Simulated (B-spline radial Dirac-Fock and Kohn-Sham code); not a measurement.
## Relativistic shifts of the levels of Ge¹⁴⁺

System: the Ge¹⁴⁺ ion, [Ne] 3s2 3p6.

Both columns are ΔSCF binding energies of the configuration average from a B-spline atomic structure program: non-relativistic Hartree-Fock with a point nucleus, and Dirac-Fock with a finite nucleus and the Coulomb interaction alone, averaged over the two j levels with weights 2j+1.

```
shell  Hartree-Fock (eV)  Dirac-Fock (eV)  shift (eV)  shift (%)
   1s            11464.5          11621.1     +156.62      +1.37
   2s             1881.7           1917.0      +35.26      +1.87
   2p             1719.6           1727.4       +7.86      +0.46
   3s              586.6            594.5       +7.91      +1.35
   3p              526.8            529.0       +2.18      +0.41
```

Relativity binds 1s, 2s, 2p, 3s, 3p more strongly, among those listed most of all 2s in relative terms.

Values without a named source are computed, but for edge energies of neutral atoms, which are taken from tables.
